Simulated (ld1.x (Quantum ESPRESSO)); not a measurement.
manganese (Mn): PAW pseudisation with PBE, scalar-relativistic reference atom.

ld1.x (Quantum ESPRESSO) 7.5 was run on this input:

```
&input
   title='Mn', zed=25., rel=1, dft='PBE', iswitch=3,
   config='[Ar] 3d5 4s1.5 4p0.5',
   nld=3, rlderiv=1.50, eminld=-8.0, emaxld=5.0, deld=0.04
 /
 &inputp
   pseudotype=3, lpaw=.true., tm=.true., lloc=-2, rcloc=1.30,
   nlcc=.true., new_core_ps=.true., rcore=0.65,
   which_augfun='BG', rmatch_augfun=0.65,
   file_pseudopw='Mn.UPF', file_wfcaegen='ae.wfc', file_wfcncgen='nc.wfc', file_beta='beta', file_chi='chi', file_wfcusgen='us.wfc'
 /
6
3S  1  0   2.00   0.00  1.25  1.35  0.0
4S  2  0   1.50   0.00  1.25  1.35  0.0
3P  2  1   6.00   0.00  1.25  1.35  0.0
4P  3  1   0.50   0.00  1.25  1.35  0.0
3D  3  2   5.00   0.00  0.90  1.05  0.0
3D  3  2   0.00   1.70  0.90  1.05  0.0
 &test
   configts(1)='3s2 3p6 3d5 4s1.5 4p0.5'
 /
```

Command:

```bash
ld1.x < Mn.in > Mn.out
```

Resulting log (shortened: banner, matrices, multipoles, cross overlaps and the repeated all-electron block are left out):

```
Program LD1 v.7.5
     --------------------------- All-electron run ----------------------------

     Mn
     scalar relativistic calculation

     atomic number is 25.00
     dft =PBE   lsd =0 sic =0 latt =0  beta=0.20 tr2=1.0E-14
     Exchange-correlation= PBE
                           (   1   4   3   4   0   0   0)
     mesh =1187 r(mesh) = 100.09544 a.u. xmin = -7.00 dx = 0.01250
     1 Ry =  13.60569312 eV, c = 137.03599908

     n l     nl                  e(Ry)          e(Ha)          e(eV)
     1 0     1S 1( 2.00)      -472.6258      -236.3129     -6430.4020
     2 0     2S 1( 2.00)       -54.7385       -27.3693      -744.7558
     2 1     2P 1( 6.00)       -46.3776       -23.1888      -630.9991
     3 0     3S 1( 2.00)        -6.3743        -3.1871       -86.7261
     3 1     3P 1( 6.00)        -4.0749        -2.0375       -55.4424
     3 2     3D 1( 5.00)        -0.5577        -0.2788        -7.5874
     4 0     4S 1( 1.50)        -0.4139        -0.2070        -5.6315
     4 1     4P 1( 0.50)        -0.1302        -0.0651        -1.7716

     final scf error:  4.7E-15 reached in  27 iterations

     Etot =   -2316.454680 Ry,   -1158.227340 Ha,  -31516.971507 eV

     Ekin =    2342.020503 Ry,    1171.010251 Ha,   31864.812245 eV
     Encl =   -5528.285436 Ry,   -2764.142718 Ha,  -75216.155139 eV
     Eh   =     973.604001 Ry,     486.802000 Ha,   13246.557261 eV
     Exc  =    -103.793747 Ry,     -51.896874 Ha,   -1412.185874 eV

     normalization and overlap integrals

     s(1S/1S) =  1.000000  <r> =   0.0609  <r2> =    0.0050  r(max) =   0.0400
     s(2S/2S) =  1.000000  <r> =   0.2794  <r2> =    0.0922  r(max) =   0.2331
     s(2P/2P) =  1.000000  <r> =   0.2471  <r2> =    0.0751  r(max) =   0.1885
     s(3S/3S) =  1.000000  <r> =   0.8516  <r2> =    0.8372  r(max) =   0.7361
     s(3P/3P) =  1.000000  <r> =   0.9042  <r2> =    0.9647  r(max) =   0.7547
     s(3D/3D) =  1.000000  <r> =   1.2138  <r2> =    1.9856  r(max) =   0.7642
     s(4S/4S) =  1.000000  <r> =   3.0507  <r2> =   10.8070  r(max) =   2.4747
     s(4P/4P) =  1.000000  <r> =   4.4028  <r2> =   23.2315  r(max) =   3.3405

     ------------------------ End of All-electron run ------------------------

     --------------------- Generating PAW atomic setup --------------------

      Generating local potential from pseudized AE potential:
      Matching radius rcloc =   1.3000
      Enforcing V''(0)=0 (lloc=-2)

      Local pseudo, rcloc= 1.292 Estimated cut-off energy=    18.97 Ry

      Computing core charge for nlcc:

       r > 0.66 : true rho core
      Core charge pseudized with two Bessel functions
      Integrated core pseudo-charge :   1.93
      Wfc-us  3S rcutus= 1.358  Estimated cut-off energy=    29.08 Ry
      Wfc-us  4S rcutus= 1.358  Estimated cut-off energy=    58.85 Ry
      Wfc-us  3P rcutus= 1.358  Estimated cut-off energy=    45.02 Ry
      Wfc-us  4P rcutus= 1.358  Estimated cut-off energy=    81.26 Ry
      Wfc-us  3D rcutus= 1.058  Estimated cut-off energy=   101.13 Ry
      Wfc-us  3D rcutus= 1.058  Estimated cut-off energy=   111.74 Ry

     Required augmentation: BG   radius:    0.650000
     Message from routine us2paw:
     WARNING: using Bloechl style augmentation functions is not a good idea, as analytical overlap are not implemented in pwscf: use BESSEL or GAUSS instead.
     Message from routine us2paw:
     WARNING: using Bloechl style augmentation functions is not a good idea, as analytical overlap are not implemented in pwscf: use BESSEL or GAUSS instead.
     Message from routine us2paw:
     WARNING: using Bloechl style augmentation functions is not a good idea, as analytical overlap are not implemented in pwscf: use BESSEL or GAUSS instead.
     Message from routine us2paw:
     WARNING: using Bloechl style augmentation functions is not a good idea, as analytical overlap are not implemented in pwscf: use BESSEL or GAUSS instead.
     [... 1 repeated lines left out ...]
     WARNING: using Bloechl style augmentation functions is not a good idea, as analytical overlap are not implemented in pwscf: use BESSEL or GAUSS instead.
     [... 1 repeated lines left out ...]
     WARNING: using Bloechl style augmentation functions is not a good idea, as analytical overlap are not implemented in pwscf: use BESSEL or GAUSS instead.
     [... 1 repeated lines left out ...]
     WARNING: using Bloechl style augmentation functions is not a good idea, as analytical overlap are not implemented in pwscf: use BESSEL or GAUSS instead.
     [... 1 repeated lines left out ...]
     WARNING: using Bloechl style augmentation functions is not a good idea, as analytical overlap are not implemented in pwscf: use BESSEL or GAUSS instead.
     [... 1 repeated lines left out ...]
     WARNING: using Bloechl style augmentation functions is not a good idea, as analytical overlap are not implemented in pwscf: use BESSEL or GAUSS instead.
     [... 1 repeated lines left out ...]
     WARNING: using Bloechl style augmentation functions is not a good idea, as analytical overlap are not implemented in pwscf: use BESSEL or GAUSS instead.
     [... 1 repeated lines left out ...]
     WARNING: using Bloechl style augmentation functions is not a good idea, as analytical overlap are not implemented in pwscf: use BESSEL or GAUSS instead.
     [... 1 repeated lines left out ...]
     WARNING: using Bloechl style augmentation functions is not a good idea, as analytical overlap are not implemented in pwscf: use BESSEL or GAUSS instead.
     [... 1 repeated lines left out ...]
     WARNING: using Bloechl style augmentation functions is not a good idea, as analytical overlap are not implemented in pwscf: use BESSEL or GAUSS instead.
     [... 1 repeated lines left out ...]
     WARNING: using Bloechl style augmentation functions is not a good idea, as analytical overlap are not implemented in pwscf: use BESSEL or GAUSS instead.
     [... 1 repeated lines left out ...]
     WARNING: using Bloechl style augmentation functions is not a good idea, as analytical overlap are not implemented in pwscf: use BESSEL or GAUSS instead.
     [... 1 repeated lines left out ...]
     WARNING: using Bloechl style augmentation functions is not a good idea, as analytical overlap are not implemented in pwscf: use BESSEL or GAUSS instead.
     [... 1 repeated lines left out ...]
     WARNING: using Bloechl style augmentation functions is not a good idea, as analytical overlap are not implemented in pwscf: use BESSEL or GAUSS instead.
     [... 1 repeated lines left out ...]
     WARNING: using Bloechl style augmentation functions is not a good idea, as analytical overlap are not implemented in pwscf: use BESSEL or GAUSS instead.
     [... 1 repeated lines left out ...]
     WARNING: using Bloechl style augmentation functions is not a good idea, as analytical overlap are not implemented in pwscf: use BESSEL or GAUSS instead.
     [... 1 repeated lines left out ...]
     WARNING: using Bloechl style augmentation functions is not a good idea, as analytical overlap are not implemented in pwscf: use BESSEL or GAUSS instead.
     [... 1 repeated lines left out ...]
     WARNING: using Bloechl style augmentation functions is not a good idea, as analytical overlap are not implemented in pwscf: use BESSEL or GAUSS instead.
     [... 1 repeated lines left out ...]
     WARNING: using Bloechl style augmentation functions is not a good idea, as analytical overlap are not implemented in pwscf: use BESSEL or GAUSS instead.
     [... 1 repeated lines left out ...]
     WARNING: using Bloechl style augmentation functions is not a good idea, as analytical overlap are not implemented in pwscf: use BESSEL or GAUSS instead.
     [... 1 repeated lines left out ...]
     WARNING: using Bloechl style augmentation functions is not a good idea, as analytical overlap are not implemented in pwscf: use BESSEL or GAUSS instead.
     [... 1 repeated lines left out ...]
     WARNING: using Bloechl style augmentation functions is not a good idea, as analytical overlap are not implemented in pwscf: use BESSEL or GAUSS instead.
     Gaussians generated with zeta:    71.597633

     Estimated PAW energy = -285.697583 Ryd

     ------------------- End of pseudopotential generation -------------------

     Computing logarithmic derivative in   1.49167
     Computing logarithmic derivative in   1.49167
     Computing the partial wave expansion
     R is outside the sphere for l=    0 j= 0.00
     R is outside the sphere for l=    0 j= 0.00
     R is outside the sphere for l=    1 j= 0.00
     R is outside the sphere for l=    1 j= 0.00
     R is outside the sphere for l=    2 j= 0.00
     R is outside the sphere for l=    2 j= 0.00

     ---------------------- Testing the pseudopotential ----------------------

     Mn
     scalar relativistic calculation

     atomic number is 25.00   valence charge is 15.00
     dft = SLA  PW   PBX  PBC   lsd =0 sic =0 latt =0  beta=0.20 tr2=1.0E-14
     mesh =1187 r(mesh) = 100.09544 xmin = -7.00 dx = 0.01250

     n l     nl             e AE (Ry)        e PS (Ry)    De AE-PS (Ry)
     1 0     3S   1( 2.00)       -6.37425       -6.37424       -0.00001
     2 1     3P   1( 6.00)       -4.07494       -4.07489       -0.00005
     3 2     3D   1( 5.00)       -0.55766       -0.55763       -0.00004
     2 0     4S   1( 1.50)       -0.41391       -0.41391       -0.00000
     3 1     4P   1( 0.50)       -0.13021       -0.13021       -0.00000

     eps = 8.2E-16  iter =  8

     Etot =   -2316.454680 Ry,   -1158.227340 Ha,  -31516.971507 eV
     Etotps =  -285.697588 Ry,    -142.848794 Ha,   -3887.113703 eV

     Ekin =     237.434812 Ry,     118.717406 Ha,    3230.465187 eV
     Encl =    -593.558640 Ry,    -296.779320 Ha,   -8075.776702 eV
     Ehrt =     174.220168 Ry,      87.110084 Ha,    2370.386147 eV
     Ecxc =    -103.793928 Ry,     -51.896964 Ha,   -1412.188334 eV
     (Ecc =      -4.807704 Ry,      -2.403852 Ha,     -65.412141 eV)

     ---------------------- End of pseudopotential test ----------------------
```

Generation and configuration tests took about 5.2 s on one core of a shared server CPU.

Transferability test of the new file with ld1.x, input:

```
&input
   title='Mn', zed=25., rel=1, dft='PBE', iswitch=2,
   config='[Ar] 3d5 4s1.5 4p0.5'
 /
 &test
   file_pseudo='Mn.UPF', nconf=8,
   configts(1)='3s2 3p6 3d5 4s1.5 4p0.5',
   configts(2)='3s2 3p6 3d5 4s2 4p0',
   configts(3)='3s2 3p6 3d5 4s1 4p0',
   configts(4)='3s2 3p6 3d5 4s0 4p0',
   configts(5)='3s2 3p6 3d6 4s1 4p0',
   configts(6)='3s2 3p6 3d4 4s2 4p1',
   configts(7)='3s2 3p6 3d5.5 4s1.5 4p0',
   configts(8)='3s2 3p6 3d6 4s0 4p0'
 /
```

```bash
ld1.x < Mn.test.in > Mn.test.out
```

Pseudopotential blocks of its output, shortened (energy terms left out):

```
     ---------------------- Testing the pseudopotential ----------------------

     n l     nl             e AE (Ry)        e PS (Ry)    De AE-PS (Ry)
     1 0     3S   1( 2.00)       -6.37425       -6.37424       -0.00001
     2 1     3P   1( 6.00)       -4.07494       -4.07489       -0.00005
     3 2     3D   1( 5.00)       -0.55766       -0.55763       -0.00004
     2 0     4S   1( 1.50)       -0.41391       -0.41391       -0.00000
     3 1     4P   1( 0.50)       -0.13021       -0.13021       -0.00000

     eps = 9.2E-16  iter =  8

     Etot =   -2316.454680 Ry,   -1158.227340 Ha,  -31516.971508 eV
     Etotps =  -285.697588 Ry,    -142.848794 Ha,   -3887.113703 eV

     ---------------------- End of pseudopotential test ----------------------

          ---------------------- Testing the pseudopotential ----------------------

     n l     nl             e AE (Ry)        e PS (Ry)    De AE-PS (Ry)
     1 0     3S   1( 2.00)       -6.31200       -6.31335        0.00134
     2 1     3P   1( 6.00)       -4.01252       -4.01114       -0.00138
     3 2     3D   1( 5.00)       -0.49765       -0.49660       -0.00105
     2 0     4S   1( 2.00)       -0.37535       -0.37567        0.00032
     3 1     4P   1( 0.00)       -0.10072       -0.10066       -0.00006

     eps = 7.4E-15  iter = 14

     Etot =   -2316.594182 Ry,   -1158.297091 Ha,  -31518.869530 eV
     Etotps =  -285.837199 Ry,    -142.918599 Ha,   -3889.013206 eV
     dEtot_ae =      -0.139502 Ry
     dEtot_ps =      -0.139611 Ry,   Delta E=       0.000109 Ry

     ---------------------- End of pseudopotential test ----------------------

          ---------------------- Testing the pseudopotential ----------------------

     n l     nl             e AE (Ry)        e PS (Ry)    De AE-PS (Ry)
     1 0     3S   1( 2.00)       -6.91644       -6.91474       -0.00170
     2 1     3P   1( 6.00)       -4.61791       -4.61915        0.00124
     3 2     3D   1( 5.00)       -1.09569       -1.09658        0.00089
     2 0     4S   1( 1.00)       -0.87298       -0.87232       -0.00066
     3 1     4P   1( 0.00)       -0.52869       -0.52853       -0.00016

     eps = 3.3E-15  iter = 13

     Etot =   -2315.975618 Ry,   -1157.987809 Ha,  -31510.453542 eV
     Etotps =  -285.218631 Ry,    -142.609316 Ha,   -3880.597170 eV
     dEtot_ae =       0.479062 Ry
     dEtot_ps =       0.478956 Ry,   Delta E=       0.000105 Ry

     ---------------------- End of pseudopotential test ----------------------

          ---------------------- Testing the pseudopotential ----------------------

     n l     nl             e AE (Ry)        e PS (Ry)    De AE-PS (Ry)
     1 0     3S   1( 2.00)       -7.62193       -7.61678       -0.00516  !
     2 1     3P   1( 6.00)       -5.32345       -5.32636        0.00291
     3 2     3D   1( 5.00)       -1.78734       -1.78927        0.00194
     2 0     4S   1( 0.00)       -1.42860       -1.42592       -0.00269
     3 1     4P   1( 0.00)       -1.02115       -1.01985       -0.00129

     eps = 4.6E-15  iter = 14

     Etot =   -2314.829120 Ry,   -1157.414560 Ha,  -31494.854637 eV
     Etotps =  -284.073648 Ry,    -142.036824 Ha,   -3865.018877 eV
     dEtot_ae =       1.625560 Ry
     dEtot_ps =       1.623940 Ry,   Delta E=       0.001620 Ry

     ---------------------- End of pseudopotential test ----------------------

          ---------------------- Testing the pseudopotential ----------------------

     n l     nl             e AE (Ry)        e PS (Ry)    De AE-PS (Ry)
     1 0     3S   1( 2.00)       -5.99865       -5.99316       -0.00550  !
     2 1     3P   1( 6.00)       -3.70967       -3.71165        0.00198
     3 2     3D   1( 6.00)       -0.24795       -0.24881        0.00086
     2 0     4S   1( 1.00)       -0.30376       -0.30264       -0.00113
     3 1     4P   1( 0.00)       -0.06814       -0.06803       -0.00011

     eps = 8.3E-15  iter = 22

     Etot =   -2316.620480 Ry,   -1158.310240 Ha,  -31519.227335 eV
     Etotps =  -285.864568 Ry,    -142.932284 Ha,   -3889.385583 eV
     dEtot_ae =      -0.165800 Ry
     dEtot_ps =      -0.166980 Ry,   Delta E=       0.001180 Ry

     ---------------------- End of pseudopotential test ----------------------

          ---------------------- Testing the pseudopotential ----------------------

     n l     nl             e AE (Ry)        e PS (Ry)    De AE-PS (Ry)
     1 0     3S   1( 2.00)       -6.84694       -6.85464        0.00770  !
     2 1     3P   1( 6.00)       -4.53200       -4.50694       -0.02506  !
     3 2     3D   1( 4.00)       -0.95515       -0.93279       -0.02237  !
     2 0     4S   1( 2.00)       -0.52826       -0.53334        0.00508  !
     3 1     4P   1( 1.00)       -0.19277       -0.19176       -0.00101

     eps = 8.3E-15  iter = 43

     Etot =   -2316.020807 Ry,   -1158.010403 Ha,  -31511.068361 eV
     Etotps =  -285.272221 Ry,    -142.636111 Ha,   -3881.326299 eV
     dEtot_ae =       0.433873 Ry
     dEtot_ps =       0.425366 Ry,   Delta E=       0.008507 Ry

     ---------------------- End of pseudopotential test ----------------------

          ---------------------- Testing the pseudopotential ----------------------

     n l     nl             e AE (Ry)        e PS (Ry)    De AE-PS (Ry)
     1 0     3S   1( 2.00)       -6.14027       -6.13760       -0.00267
     2 1     3P   1( 6.00)       -3.84664       -3.84824        0.00159
     3 2     3D   1( 5.50)       -0.35949       -0.36049        0.00100
     2 0     4S   1( 1.50)       -0.33681       -0.33624       -0.00057
     3 1     4P   1( 0.00)       -0.08287       -0.08288        0.00001

     eps = 1.5E-15  iter = 19

     Etot =   -2316.629599 Ry,   -1158.314799 Ha,  -31519.351400 eV
     Etotps =  -285.872792 Ry,    -142.936396 Ha,   -3889.497487 eV
     dEtot_ae =      -0.174919 Ry
     dEtot_ps =      -0.175205 Ry,   Delta E=       0.000286 Ry

     ---------------------- End of pseudopotential test ----------------------

          ---------------------- Testing the pseudopotential ----------------------

     n l     nl             e AE (Ry)        e PS (Ry)    De AE-PS (Ry)
     1 0     3S   1( 2.00)       -6.53895       -6.53124       -0.00772  !
     2 1     3P   1( 6.00)       -4.25272       -4.25481        0.00209
     3 2     3D   1( 6.00)       -0.78680       -0.78730        0.00050
     2 0     4S   1( 0.00)       -0.76259       -0.76014       -0.00244
     3 1     4P   1( 0.00)       -0.45155       -0.45049       -0.00106

     eps = 7.8E-15  iter = 29

     Etot =   -2316.093436 Ry,   -1158.046718 Ha,  -31512.056536 eV
     Etotps =  -285.339217 Ry,    -142.669609 Ha,   -3882.237823 eV
     dEtot_ae =       0.361244 Ry
     dEtot_ps =       0.358371 Ry,   Delta E=       0.002873 Ry

     ---------------------- End of pseudopotential test ----------------------
```
